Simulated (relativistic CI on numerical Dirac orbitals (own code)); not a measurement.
Judd-Ofelt analysis for Ho⁴⁺

Method of calculation: Dirac-Coulomb-Breit CI, KLI orbitals optimised for each configuration, model QED, valence Slater integrals scaled by 0.8 (own radial code, finite nucleus).

Configuration 4f⁹ alone, in intermediate coupling. Take Ω₂ = 1.97, Ω₄ = 2.67, Ω₆ = 0.6 (10⁻²⁰ cm²) and refractive index n = 1.5 as given. A_ED = 64π⁴e²ν³ n(n² + 2)²/[27h(2J + 1)] Σ Ω_λ |U^λ|², in Gaussian units with ν in cm⁻¹, and A_MD is n³ times the free-ion magnetic-dipole rate; a dash marks a rate that is forbidden or under 2 % of the level's free-ion decay.

Emitting level ⁴I°15/2 at 20766 cm⁻¹ (radiative decay alone: multiphonon quenching in a host is left out, and the level can lie too high or too low):

| To | ν (cm⁻¹) | U² squared | U⁴ squared | U⁶ squared | Free-ion A(M1) (s⁻¹) |
| --- | --- | --- | --- | --- | --- |
| ⁶H°15/2 | 20766 | 0.0097 | 0.0003 | 0.0998 | 22.6 |
| ⁶H°13/2 | 16510 | 0.0081 | 0.0072 | 0.0112 | 2.45 |
| ⁶H°11/2 | 13830 | 0.0068 | 0.0048 | 0.0008 | - |
| ⁶H°9/2 | 11698 | 0.0000 | 0.0213 | 0.0000 | - |
| ⁶F°11/2 | 11419 | 0.0042 | 0.0378 | 0.0029 | - |
| ⁶F°9/2 | 10296 | 0.0000 | 0.0230 | 0.0102 | - |
| ⁶H°7/2 | 10000 | 0.0000 | 0.0043 | 0.0005 | - |
| ⁶H°5/2 | 8757 | 0.0000 | 0.0000 | 0.0013 | - |
| ⁶F°7/2 | 7809 | 0.0000 | 0.0006 | 0.0010 | - |
| ⁶F°5/2 | 6087 | 0.0000 | 0.0000 | 0.0000 | - |
| ⁶F°3/2 | 5310 | 0.0000 | 0.0000 | 0.0030 | - |
| ⁶F°1/2 | 4610 | 0.0000 | 0.0000 | 0.0000 | - |

(1) Give the rates, branching ratios and the radiative lifetime.

Answers

(1) The rates are:

```csv
To,λ (nm),A_ED (s⁻¹),A_MD (s⁻¹),β (%)
⁶H°15/2,482,97.4,76.2,65.8
⁶H°13/2,606,25.6,8.26,12.9
⁶H°11/2,723,9.55,0,3.6
⁶H°9/2,855,12.4,0,4.7
⁶F°11/2,876,22.5,0,8.5
⁶F°9/2,971,10,0,3.8
⁶H°7/2,1000,1.61,0,0.6
⁶H°5/2,1142,0.0698,0,0.0
⁶F°7/2,1281,0.151,0,0.1
⁶F°5/2,1643,0,0,0.0
⁶F°3/2,1883,0.0366,0,0.0
⁶F°1/2,2169,0,0,0.0
```

τ_rad = 3.79e-03 s. Computed level positions enter as ν³, so measured ones would change the rates. For the strongest line (482 nm) and an assumed effective width Δλ = 7 nm (300 cm⁻¹), the Füchtbauer-Ladenburg formula σ = λ⁴A/(8πcn²Δλ) gives a peak emission cross-section of 0.079 × 10⁻²⁰ cm².
